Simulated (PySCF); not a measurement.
H5O3SSiTa, SMILES [OH][Ta]([OH])(=[S])[O][SiH3], multiplicity 1. The structure is a stationary point at B3LYP-D3(BJ)/def2-SVP. The spin state was assumed, not searched. The def2 effective core potentials stand for the cores of Ta; spin–orbit coupling is left out. One conformer was computed; it need not be the lowest.

Computed equilibrium geometry at B3LYP-D3(BJ)/def2-SVP (PySCF confirms it by a frequency run) as bond lengths and angles (one conformer of several):
Atoms: Ta1 S2 O3 H4 O5 H6 O7 Si8 H9 H10 H11. Bonded distances (Å): Ta1–S2 2.185, Ta1–O3 1.904, Ta1–O5 1.904, Ta1–O7 1.904, O3–H4 0.964, O5–H6 0.964, O7–Si8 1.676, Si8–H9 1.489, Si8–H10 1.489, Si8–H11 1.489. Angles (°): S2–Ta1–O3 109.4, S2–Ta1–O5 109.4, S2–Ta1–O7 108.5, O3–Ta1–O5 109.6, O3–Ta1–O7 109.9, O5–Ta1–O7 109.9, Ta1–O3–H4 135.7, Ta1–O5–H6 135.6, Ta1–O7–Si8 159.7, O7–Si8–H9 108.7, O7–Si8–H10 109.4, O7–Si8–H11 108.8, H9–Si8–H10 110.1, H9–Si8–H11 109.7, H10–Si8–H11 110.1.
Charge 0, spin multiplicity 1.
